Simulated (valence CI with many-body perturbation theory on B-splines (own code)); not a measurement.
**Ir V: E2, M1 decay**

Computed by relativistic CI+MBPT: five valence electrons over a frozen Dirac-Fock core [Xe] 4f14, radial functions for each j: 7 s, 7 p, 8 d, 6 f, 4 g, 1 h, with the one-electron correlation potential Σ1, the two-electron term Σ2, the three-electron term Σ3, Breit, model QED; selected CI, second order for the rest, scaled by the run's own slope (own B-spline code, finite nucleus).

No measured levels were compared; by estimate terms of the open shell hold to 2 to 4 % of their energy, and close levels can change places; different configurations can be misplaced against each other by 1,000 to 8,000 cm⁻¹. Core correlation moves these levels by up to 13000 cm⁻¹, and in measured spectra 5 to 20 % of such shifts remained as error; rates that hang on mixing are uncertain with them. Among the levels kept, up to 1400 cm⁻¹ of a level comes from second order outside the variational space, and about a tenth of that is noise between levels of different J, which matters for small intervals. Only levels of the ground parity were solved; by the run's estimate the other parity begins above the list, which can be wrong where configurations are misplaced.

Lines 1 to 50 of 120 in falling wavelength, among levels below 104940 cm⁻¹, chosen from the decays that carry over 1 % of a level's rate. Wavelengths and rates use the calculated energies, so an error of 2000 cm⁻¹ moves a line at 31350 Å by 63 % and its rate by three times that or more. Electric multipoles are in the length gauge, E1 and E2 with the static RPA response of the core. Weak lines are less certain than strong ones. Lines between different terms over intervals too small for the method are left out, as are lines whose strength nearly cancels. Intervals below about 2000 cm⁻¹, as at the head of this list, are uncertain by tens of per cent. Branching is blank where the lifetime is uncertain.

Names give the largest LS component (configuration and term), which can be under half, so a name can repeat, a term be missing and a line seem to break the LS rules; names also repeat where a configuration has a term twice. Letters in brackets count levels of one name in rising energy.

| λ vac (Å) | Upper | Lower | Type | A (s⁻¹) | Branch % |
| --- | --- | --- | --- | --- | --- |
| 1.032e+05 | 5d⁵ ⁴G_9/2 | 5d⁵ ⁴G_11/2 | M1 | 2.43e-02 | 6.1 |
| 74380 | 5d⁵ ⁴G_11/2 | 5d⁵ ⁴G_7/2 | E2 | 2.50e-09 |  |
| 43230 | 5d⁵ ⁴G_9/2 | 5d⁵ ⁴G_7/2 | M1 | 3.71e-01 | 93.4 |
| 31350 | 5d⁵ ⁴P_1/2 | 5d⁵ ⁴D_3/2 [a] | M1 | 1.59e+00 | 99.4 |
| 28410 | 5d⁵ ⁴D_3/2 [b] | 5d⁵ ²D_5/2 [a] | M1 | 1.13e+00 | 2.9 |
| 28140 | 5d⁵ ²I_13/2 | 5d⁵ ²I_11/2 | M1 | 4.09e-01 | 16.0 |
| 25190 | 5d⁵ ²D_3/2 [a] | 5d⁵ ⁴F_5/2 | M1 | 1.22e+00 | 3.0 |
| 23140 | 5d⁵ ⁴F_7/2 | 5d⁵ ²F_5/2 [b] | M1 | 7.72e-01 | 1.2 |
| 20830 | 5d⁵ ²F_7/2 [a] | 5d⁵ ²D_5/2 [a] | M1 | 8.83e-02 | 1.0 |
| 19500 | 5d⁵ ⁴D_7/2 | 5d⁵ ⁴G_9/2 | M1 | 1.06e+00 | 8.6 |
| 18890 | 5d⁵ ⁴G_7/2 | 5d⁵ ⁴G_5/2 [a] | M1 | 3.20e+00 | 68.5 |
| 17480 | 5d⁵ ⁴D_7/2 | 5d⁵ ⁴G_5/2 [b] | M1 | 3.42e+00 | 27.7 |
| 16710 | 5d⁵ ²G_7/2 [a] | 5d⁵ ²F_5/2 [a] | M1 | 1.47e+00 | 7.9 |
| 16050 | 5d⁵ ⁴D_3/2 [a] | 5d⁵ ⁴G_5/2 [a] | M1 | 3.12e+00 | 7.0 |
| 15550 | 5d⁵ ⁴F_5/2 | 5d⁵ ⁴F_3/2 | M1 | 1.40e+00 | 1.9 |
| 14850 | 5d⁵ ²F_7/2 [a] | 5d⁵ ⁴D_7/2 | M1 | 2.66e-01 | 3.1 |
| 14300 | 5d⁵ ²H_9/2 | 5d⁵ ²G_9/2 [a] | M1 | 3.51e+00 | 5.6 |
| 14250 | 5d⁵ ⁴G_5/2 [b] | 5d⁵ ⁴G_5/2 [a] | M1 | 1.14e+01 | 34.2 |
| 13600 | 5d⁵ ⁴F_7/2 | 5d⁵ ²H_9/2 | M1 | 2.72e+00 | 4.3 |
| 13440 | 5d⁵ ⁴D_7/2 | 5d⁵ ⁴G_7/2 | M1 | 4.20e+00 | 34.1 |
| 13310 | 5d⁵ ⁴D_1/2 | 5d⁵ ⁴P_1/2 | M1 | 1.31e+01 | 60.8 |
| 13040 | 5d⁵ ²G_7/2 [a] | 5d⁵ ²G_9/2 [a] | M1 | 2.02e-01 | 1.1 |
| 12910 | 5d⁵ ⁴F_7/2 | 5d⁵ ⁴F_5/2 | M1 | 2.66e+00 | 4.2 |
| 12690 | 5d⁵ ⁴F_5/2 | 5d⁵ ²F_7/2 [a] | M1 | 8.74e+00 | 11.7 |
| 12470 | 5d⁵ ²G_9/2 [a] | 5d⁵ ⁴D_7/2 | M1 | 2.36e+00 | 16.6 |
| 12080 | 5d⁵ ²H_9/2 | 5d⁵ ²F_7/2 [a] | M1 | 1.43e+00 | 2.3 |
| 11990 | 5d⁵ ²F_5/2 [b] | 5d⁵ ²F_5/2 [a] | M1 | 2.07e+00 | 2.8 |
| 11850 | 5d⁵ ²D_5/2 [a] | 5d⁵ ⁴D_3/2 [a] | M1 | 1.27e+00 | 2.9 |
| 11440 | 5d⁵ ²H_11/2 | 5d⁵ ²H_9/2 | M1 | 3.08e+00 | 3.3 |
| 11260 | 5d⁵ ²D_3/2 [a] | 5d⁵ ²F_5/2 [a] | M1 | 1.22e+00 | 3.0 |
| 11170 | 5d⁵ ²G_7/2 [a] | 5d⁵ ²F_7/2 [a] | M1 | 4.14e+00 | 22.2 |
| 10910 | 5d⁵ ⁴F_5/2 | 5d⁵ ⁴D_3/2 [b] | M1 | 3.12e+00 | 4.2 |
| 10660 | 5d⁵ ²D_5/2 [a] | 5d⁵ ⁴G_7/2 | M1 | 6.37e+00 | 14.4 |
| 10310 | 5d⁵ ²F_5/2 [a] | 5d⁵ ⁴D_7/2 | M1 | 2.88e+00 | 3.9 |
| 10140 | 5d⁵ ²F_5/2 [b] | 5d⁵ ⁴F_3/2 | M1 | 8.78e+00 | 11.8 |
| 10090 | 5d⁵ ²F_7/2 [b] | 5d⁵ ²F_5/2 [a] | M1 | 2.38e+00 | 3.7 |
| 10060 | 5d⁵ ²I_11/2 | 5d⁵ ⁴G_9/2 | M1 | 2.74e+00 | 18.9 |
| 9800 | 5d⁵ ²H_9/2 | 5d⁵ ²I_11/2 | M1 | 9.97e-01 | 1.6 |
| 9612 | 5d⁵ ²D_3/2 [a] | 5d⁵ ⁴F_3/2 | M1 | 7.58e+00 | 18.4 |
| 9342 | 5d⁵ ⁴D_1/2 | 5d⁵ ⁴D_3/2 [a] | M1 | 8.39e+00 | 39.1 |
| 9168 | 5d⁵ ²I_11/2 | 5d⁵ ⁴G_11/2 | M1 | 1.17e+01 | 81.1 |
| 8948 | 5d⁵ ⁴D_3/2 [b] | 5d⁵ ⁴G_5/2 [b] | M1 | 2.29e+00 | 5.9 |
| 8696 | 5d⁵ ⁴F_3/2 | 5d⁵ ⁴P_1/2 | M1 | 3.32e+00 | 5.5 |
| 8623 | 5d⁵ ²F_7/2 [b] | 5d⁵ ²G_9/2 [a] | M1 | 3.80e+00 | 5.8 |
| 8428 | 5d⁵ ²F_7/2 [a] | 5d⁵ ⁴G_9/2 | M1 | 6.05e+00 | 71.1 |
| 8361 | 5d⁵ ⁴D_3/2 [b] | 5d⁵ ⁴D_3/2 [a] | M1 | 6.68e+00 | 17.1 |
| 8029 | 5d⁵ ²F_7/2 [a] | 5d⁵ ⁴G_5/2 [b] | M1 | 3.83e-01 | 4.5 |
| 7945 | 5d⁵ ²F_5/2 [b] | 5d⁵ ⁴D_3/2 [b] | M1 | 1.76e+00 | 2.4 |
| 7898 | 5d⁵ ⁴F_7/2 | 5d⁵ ²F_5/2 [a] | M1 | 7.94e+00 | 12.5 |
| 7885 | 5d⁵ ⁴F_5/2 | 5d⁵ ²D_5/2 [a] | M1 | 1.80e+01 | 24.1 |
